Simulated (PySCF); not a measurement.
SMILES c1(-c2occc2)c(C=O)cccc1 (GFN2-xTB optimised geometry):

```
21

O     -1.275    -3.152    -1.465
C     -0.827    -2.049    -1.269
C      0.332    -1.749    -0.421
C      1.254    -2.773    -0.198
C      2.441    -2.530     0.461
C      2.727    -1.246     0.904
C      1.813    -0.228     0.722
C      0.597    -0.460     0.078
C     -0.372     0.617     0.000
C     -1.746     0.617     0.000
C     -2.144     1.972    -0.016
C     -0.993     2.699    -0.020
O      0.078     1.895     0.000
H     -1.253    -1.165    -1.782
H      1.018    -3.756    -0.579
H      3.146    -3.331     0.623
H      3.662    -1.043     1.405
H      2.025     0.765     1.090
H     -2.389    -0.238     0.046
H     -3.146     2.348    -0.021
H     -0.813     3.756    -0.036
```

Computed with PBE/def2-SVP (PySCF).

Question: What are the frontier orbital energies and the dipole moment?

Answer: HOMO-2 -6.63 eV, HOMO-1 -5.68 eV, HOMO -5.35 eV, LUMO -2.60 eV, LUMO+1 -1.78 eV; dipole moment 3.11 D.

On the same geometry PBE0/def2-SVP (PySCF) gives HOMO-2 -7.69 eV, HOMO-1 -7.29 eV, HOMO -6.43 eV, LUMO -1.80 eV, LUMO+1 -0.94 eV; dipole moment 3.15 D.

Meta-Löwdin charges at PBE/def2-SVP: O1 -0.36, C2 0.22, C3 -0.05, C4 -0.08, C5 -0.11, C6 -0.09, C7 -0.11, C8 0.00, C9 0.14, C10 -0.16, C11 -0.16, C12 0.04, O13 -0.21, H14 0.06, H15 0.12, H16 0.11, H17 0.11, H18 0.12, H19 0.13, H20 0.13, H21 0.13.
